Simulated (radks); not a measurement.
Results of a calculation; reference values are marked as such.
Valence configurations of Ti I (all share [Ar]). Level of theory: scalar-relativistic Kohn-Sham, PBE, spin-polarised, spherical densities, point nucleus; open shells are filled with parallel spins first (a radial shooting solver on a logarithmic mesh with Libxc functionals). Order these by energy: 3d2 4s1 4p1; 4s2 4p2; 3d1 4s2 4p1; 3d2 4s2; 3d1 4p3; 3d1.5 4s2 4p0.5; 3d2 4s1.5 4p0.5; 3d1 4s1 4p2; 3d0.5 4s1.5 4p2; 3d2 4p2.

Answer. From the lowest, in eV above it: 3d2 4s2 0.000; 3d2 4s1.5 4p0.5 1.156; 3d2 4s1 4p1 2.031; 3d1.5 4s2 4p0.5 2.039; 3d1 4s2 4p1 4.984; 3d2 4p2 5.387; 3d1 4s1 4p2 7.322; 3d0.5 4s1.5 4p2 10.294; 3d1 4p3 11.246; 4s2 4p2 13.983. NIST lists [Ar] 3d2 4s2 as the ground configuration; this level of theory agrees among the configurations tried. The energies are those of spherical high-spin densities, not of single terms.
